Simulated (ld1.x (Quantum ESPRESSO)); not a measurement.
**Yb (Z = 70), PAW: configuration errors across variants**

Yb (Z = 70), PAW, made with ld1.x (Quantum ESPRESSO) 7.5 (PBE, scalar-relativistic). Core [Kr] 4d10, reference 4f14 5s2 5p6 5d0 6s1.75 6p0 (charge +0.25). Waves: 5s (bound): rcut 1.60, rcutus 1.85 bohr; 6s (bound): rcut 1.60, rcutus 1.85 bohr; 5p (bound): rcut 2.65, rcutus 3.10 bohr; 6p (bound, empty): rcut 2.65, rcutus 3.10 bohr; 5d (bound, empty): rcut 2.95, rcutus 3.10 bohr; 5d channel at 1.45 Ry: rcut 2.95, rcutus 3.10 bohr; 4f (bound): rcut 1.00, rcutus 1.40 bohr; 4f channel at 0.05 Ry: rcut 1.00, rcutus 1.40 bohr. Local part: all-electron potential smoothed inside 1.10 bohr (lloc = -2). Core correction: a·sin(br)/r model core, default radius (ld1.x builds one for every PAW set, though the input has nlcc=.false.). Augmentation charge: BESSEL, radius 0.70 bohr.

All-electron excitation energies from the reference (eV): (1) 4f14 5s2 5p6 5d0 6s2 6p0 -1.136; (2) 4f14 5s2 5p6 5d0 6s1 6p0 5.395; (3) 4f14 5s2 5p6 5d0 6s0 6p0 17.640.

The overlap operator is not positive definite (basis up to 400 Ry) in “base”, “waves 5d (bound): rcut 2.54, rcutus 2.70 bohr; 5d channel at 1.45 Ry: rcut 2.54, rcutus 2.70 bohr”, “waves 5d (bound): rcut 2.92, rcutus 3.10 bohr; 5d channel at 1.45 Ry: rcut 2.92, rcutus 3.10 bohr”, “waves 5d (bound): rcut 2.95, rcutus 3.46 bohr; 5d channel at 1.45 Ry: rcut 2.95, rcutus 3.46 bohr”, “waves 5d (bound): rcut 2.95, rcutus 3.98 bohr; 5d channel at 1.45 Ry: rcut 2.95, rcutus 3.98 bohr”, “waves 5d (bound): rcut 2.95, rcutus 4.52 bohr; 5d channel at 1.45 Ry: rcut 2.95, rcutus 4.52 bohr”. Such files are unfit for use, however small their errors in these radial tests.

Tests that are not counted but printed errors over 1 eV. “waves 5d (bound): rcut 2.95, rcutus 3.98 bohr; 5d channel at 1.45 Ry: rcut 2.95, rcutus 3.98 bohr”: 4f14 5s2 5p6 5d0 6s0 6p2 (solver errors, printed error -6460 eV).

A true bound ghost makes a file unfit for plane-wave use even where its test errors are small: the radial tests pick states by their node count and pass the ghost by.

Errors AE − PS in meV (a dash: test not solved or not reliable):

```tsv
change	(1)	(2)	(3)	bound ghosts
base	+0.7	+3.0	+69	not determined (overlap not positive)
waves 5d (bound): rcut 2.54, rcutus 2.70 bohr; 5d channel at 1.45 Ry: rcut 2.54, rcutus 2.70 bohr	+0.7	+3.0	+69	not determined (overlap not positive)
waves 5d (bound): rcut 2.92, rcutus 3.10 bohr; 5d channel at 1.45 Ry: rcut 2.92, rcutus 3.10 bohr	+0.7	+3.0	+69	not determined (overlap not positive)
waves 5d (bound): rcut 2.95, rcutus 3.46 bohr; 5d channel at 1.45 Ry: rcut 2.95, rcutus 3.46 bohr	+0.7	+3.0	+69	f (s, p not tested, overlap not positive)
waves 5d (bound): rcut 2.95, rcutus 3.98 bohr; 5d channel at 1.45 Ry: rcut 2.95, rcutus 3.98 bohr	+0.7	+3.0	+69	not determined (overlap not positive)
waves 5d (bound): rcut 2.95, rcutus 4.52 bohr; 5d channel at 1.45 Ry: rcut 2.95, rcutus 4.52 bohr	+0.8	+3.0	+69	not determined (overlap not positive)
```

Q: Give the same row for: waves 5d (bound): rcut 2.12, rcutus 2.24 bohr; 5d channel at 1.45 Ry: rcut 2.12, rcutus 2.24 bohr.

A: +0.8, +3.1, +69; bound ghosts: not determined (overlap not positive). Its overlap operator is not positive definite in a basis up to 400 Ry (lowest eigenvalue s -0.04, p -1.11), so the file is unfit for use: the generalised eigenproblem breaks down once the basis is large enough, and its test numbers describe a broken file.
